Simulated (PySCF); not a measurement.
**CsF and its ions**

RHF-CCSD; Cs def2-SVP with ECP46, F def2-SVP; scalar-relativistic core potentials (PySCF 2.14). Neutral (RHF): singlet (closed shell), Re = 2.426 Å, ωe = 366 cm⁻¹, De = 4.15 eV.

CsF⁺ (UHF): doublet (π ↑), Re = 3.284 Å, ωe = 93.6 cm⁻¹, De = 0.14 eV to Cs⁺ + F. The energies at the minima are -119.48534 hartree for CsF and -119.19961 for CsF⁺.

Problem. Work out the adiabatic ionisation energy, without and with harmonic zero-point energies (1 hartree = 27.2114 eV, 1 eV = 8065.5 cm⁻¹), and the change of the bond length.

Solution. At CCSD: 0.28573 hartree = 7.775 eV between the minima; the zero-point term (93.6 − 366.0)/2 cm⁻¹ = -0.017 eV makes it 7.758 eV. Re changes by +85.8 pm against the neutral. The electron leaves a π orbital, and the ion is left as a loose complex of an ion and an atom.

Correlated steps freeze 1 core orbital. Weak bonds: CsF⁺. Basis-set superposition, not corrected here, can be much of De in a small basis, most of all at correlated wavefunction levels. These are scalar-relativistic numbers at best; spin–orbit coupling would shift them, the dissociation energy most. For an ion De counts to the pair picked by the measured ionisation energies or electron affinities, which need not be the lowest pair at this level. Where the molecule has an RHF reference, its open-shell atoms are computed with UHF. States were picked by a PBE0 search and need not be the measured ground states.

Neutral and ion stand on different kinds of reference determinant, which adds to the error of the difference.
